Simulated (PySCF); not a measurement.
**Calculated NMR data**

Method: PBE0/pcSseg-1 with gauge-including orbitals, structure optimised with GFN2-xTB, in PySCF (a single conformation, no solvent, averaged over atoms made equivalent by symmetry, fast rotation or ring inversion, non-relativistic).

Chemical shifts δ = σref − σ; TMS for $^{1}$H (31.72 ppm), $^{13}$C (186.93 ppm), all at this level. Splittings of carbon signals by F and P are missing where no couplings were computed. Where no couplings were computed, multiplicities follow the n + 1 count of equivalent neighbours, and m marks all less simple cases (inequivalent or close neighbours, rings, F or P nearby). Shifts are as computed. Against solution values, carbons near 30 ppm lie about +3 ppm off and those near 130 ppm about +5 ppm. Of 1211 compounds with measured shifts, 218 miss one by over three times the rms of a fit or turn the order of signals round; such compounds aren't used in these exercises.

**1.** `InChI=1S/CH9ClO2Si3/c1-3-7(2)4-6-5/h7H,6H2,1,5H3/t7-/m0/s1`. $^{1}$H NMR (600 MHz, computed): δ 5.72 (m, 1H), 5.58 (m, 1H), 4.90 (s, 1H), 3.82 (s, 3H), 3.49 (m, 3H). $^{13}$C{$^{1}$H} NMR (computed): δ 50.6.

**2.** `C=C(F)[SiH2]O[SiH2][SiH](C)C`, C₄H₁₃FOSi₃. $^{1}$H NMR (600 MHz, computed): δ 5.90 (m, 1H), 5.67 (d, 2H), 5.36 (m, 1H), 5.16 (m, 2H), 4.56 (m, 1H), 0.19 (d, 6H). $^{13}$C{$^{1}$H} NMR (computed): δ 180.4 (C), 114.8 (CH2), -5.6 (CH3).

**3.** SMILES O([Si@@H](OC)[SiH3])[SiH2]Cl, CH₉ClO₂Si₃. $^{1}$H NMR (600 MHz, computed): δ 5.58 (m, 1H), 5.50 (q, 1H), 5.44 (m, 1H), 3.97 (s, 3H), 3.34 (d, 3H). $^{13}$C{$^{1}$H} NMR (computed): δ 53.2 (CH3).

**4.** `CCN(C)c1cccc(F)c1`, C₉H₁₂FN. $^{1}$H NMR (600 MHz, computed): δ 7.42 (m, 1H), 6.61 (m, 1H), 6.43 (d, 1H), 6.28 (m, 1H), 3.51 (q, 2H), 3.03 (s, 3H), 1.07 (t, 3H). $^{13}$C{$^{1}$H} NMR (computed): δ 175.0 (C), 152.5 (C), 135.9 (CH), 108.9 (CH), 107.1 (CH), 102.2 (CH), 49.8 (CH2), 40.2 (CH3), 11.5 (CH3).
